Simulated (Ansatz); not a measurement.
Born–Oppenheimer molecular dynamics of C2H6O3Si (12 atoms, charge 0, multiplicity 1). It starts from a relaxed structure.

All numbers below come from RKS r2SCAN/STO-3G (Ansatz).

- ensemble: NVT, Langevin thermostat
- time step: 0.5 fs
- steps asked: 126
- set temperature: 300 K
- friction: 0.01 /fs
- seed: 24862

Frames 0.5 fs apart, positions in Å.

Velocities at 20.0 fs (Å/ps):

```
O -0.17 -4.95 -0.76
C 7.44 0.33 -5.39
Si 0.83 0.18 -0.65
O 0.73 -1.83 2.04
C 3.33 2.63 -3.12
O 2.83 -3.50 -1.56
H -3.21 -14.19 -12.60
H -7.68 13.74 23.73
H 31.39 2.27 -9.62
H -16.73 5.60 -7.85
H 25.11 -31.99 7.88
H -10.75 -0.89 10.30
```

```xyz
12
Properties=species:S:1:pos:R:3 time_fs=20.0 energy_less_start_eV=0.153 T=230
O -2.152 -0.948 -0.675
C -1.088 -0.649 -1.343
Si 0.527 -0.581 -0.299
O -0.307 -1.044 1.145
C 1.013 1.211 0.308
O 0.314 1.394 1.544
H -1.084 -0.491 -2.421
H 1.550 -1.501 -0.747
H -1.312 -1.071 0.767
H 0.744 1.962 -0.477
H 2.102 1.229 0.420
H -0.115 0.419 1.688
12
Properties=species:S:1:pos:R:3 time_fs=20.5 energy_less_start_eV=0.144 T=243
O -2.152 -0.950 -0.675
C -1.085 -0.649 -1.346
Si 0.527 -0.581 -0.299
O -0.307 -1.045 1.147
C 1.015 1.212 0.307
O 0.316 1.393 1.543
H -1.087 -0.498 -2.429
H 1.547 -1.494 -0.735
H -1.295 -1.069 0.762
H 0.736 1.965 -0.480
H 2.115 1.213 0.424
H -0.120 0.418 1.693
12
Properties=species:S:1:pos:R:3 time_fs=21.0 energy_less_start_eV=0.153 T=233
O -2.152 -0.952 -0.676
C -1.081 -0.649 -1.348
Si 0.527 -0.581 -0.300
O -0.306 -1.046 1.148
C 1.016 1.213 0.306
O 0.317 1.391 1.542
H -1.091 -0.504 -2.440
H 1.543 -1.486 -0.724
H -1.276 -1.068 0.757
H 0.729 1.968 -0.482
H 2.130 1.199 0.429
H -0.124 0.417 1.696
12
Properties=species:S:1:pos:R:3 time_fs=21.5 energy_less_start_eV=0.182 T=216
O -2.151 -0.954 -0.677
C -1.077 -0.650 -1.350
Si 0.528 -0.580 -0.300
O -0.306 -1.047 1.149
C 1.018 1.213 0.304
O 0.318 1.390 1.541
H -1.097 -0.510 -2.452
H 1.540 -1.479 -0.713
H -1.258 -1.068 0.752
H 0.724 1.970 -0.481
H 2.144 1.184 0.434
H -0.126 0.416 1.697
12
Properties=species:S:1:pos:R:3 time_fs=22.0 energy_less_start_eV=0.222 T=173
O -2.150 -0.956 -0.678
C -1.074 -0.651 -1.352
Si 0.528 -0.580 -0.300
O -0.306 -1.048 1.151
C 1.020 1.213 0.303
O 0.319 1.388 1.540
H -1.103 -0.515 -2.466
H 1.539 -1.473 -0.703
H -1.243 -1.069 0.746
H 0.719 1.971 -0.479
H 2.157 1.171 0.439
H -0.128 0.414 1.695
12
Properties=species:S:1:pos:R:3 time_fs=22.5 energy_less_start_eV=0.263 T=153
O -2.148 -0.957 -0.679
C -1.070 -0.652 -1.353
Si 0.528 -0.579 -0.301
O -0.305 -1.048 1.152
C 1.021 1.213 0.302
O 0.320 1.387 1.540
H -1.110 -0.520 -2.478
H 1.540 -1.468 -0.694
H -1.231 -1.070 0.739
H 0.717 1.972 -0.477
H 2.167 1.160 0.443
H -0.130 0.412 1.693
12
Properties=species:S:1:pos:R:3 time_fs=23.0 energy_less_start_eV=0.292 T=137
O -2.147 -0.959 -0.680
C -1.067 -0.653 -1.355
Si 0.528 -0.579 -0.301
O -0.305 -1.048 1.154
C 1.023 1.213 0.301
O 0.321 1.385 1.540
H -1.118 -0.526 -2.490
H 1.544 -1.466 -0.687
H -1.224 -1.072 0.731
H 0.716 1.972 -0.475
H 2.174 1.151 0.447
H -0.129 0.410 1.690
12
Properties=species:S:1:pos:R:3 time_fs=23.5 energy_less_start_eV=0.300 T=129
O -2.145 -0.960 -0.682
C -1.065 -0.655 -1.357
Si 0.528 -0.578 -0.301
O -0.304 -1.049 1.155
C 1.025 1.213 0.300
O 0.322 1.383 1.539
H -1.127 -0.531 -2.501
H 1.549 -1.464 -0.681
H -1.221 -1.074 0.722
H 0.717 1.971 -0.471
H 2.177 1.145 0.450
H -0.128 0.409 1.686
12
Properties=species:S:1:pos:R:3 time_fs=24.0 energy_less_start_eV=0.288 T=145
O -2.142 -0.962 -0.683
C -1.063 -0.657 -1.359
Si 0.528 -0.576 -0.301
O -0.303 -1.049 1.157
C 1.026 1.212 0.298
O 0.323 1.382 1.538
H -1.137 -0.536 -2.508
H 1.555 -1.464 -0.676
H -1.223 -1.076 0.711
H 0.719 1.970 -0.466
H 2.176 1.141 0.452
H -0.127 0.408 1.681
12
Properties=species:S:1:pos:R:3 time_fs=24.5 energy_less_start_eV=0.262 T=151
O -2.139 -0.963 -0.685
C -1.061 -0.659 -1.361
Si 0.528 -0.575 -0.301
O -0.301 -1.050 1.159
C 1.029 1.212 0.297
O 0.324 1.380 1.537
H -1.147 -0.540 -2.513
H 1.563 -1.467 -0.672
H -1.228 -1.078 0.701
H 0.723 1.969 -0.461
H 2.171 1.139 0.452
H -0.123 0.409 1.676
12
Properties=species:S:1:pos:R:3 time_fs=25.0 energy_less_start_eV=0.231 T=176
O -2.136 -0.965 -0.686
C -1.060 -0.661 -1.363
Si 0.528 -0.574 -0.301
O -0.299 -1.050 1.160
C 1.031 1.211 0.296
O 0.325 1.379 1.536
H -1.157 -0.544 -2.515
H 1.572 -1.470 -0.669
H -1.235 -1.079 0.690
H 0.730 1.968 -0.455
H 2.164 1.139 0.452
H -0.119 0.408 1.670
12
Properties=species:S:1:pos:R:3 time_fs=25.5 energy_less_start_eV=0.202 T=193
O -2.132 -0.966 -0.688
C -1.059 -0.664 -1.365
Si 0.528 -0.572 -0.301
O -0.297 -1.051 1.161
C 1.034 1.210 0.295
O 0.326 1.377 1.535
H -1.166 -0.548 -2.515
H 1.581 -1.476 -0.665
H -1.244 -1.080 0.681
H 0.738 1.969 -0.451
H 2.153 1.141 0.451
H -0.113 0.408 1.665
```

Of the whole run (63 fs, mean temperature of the second half 148 K): The mean temperature of the second half is 51 % below the set value. A run of 0.063 ps of so small a system gives no equilibrium averages. Limits of this set-up: minimal basis.

The run took 8.6 min on 1 CPU thread of a shared host.
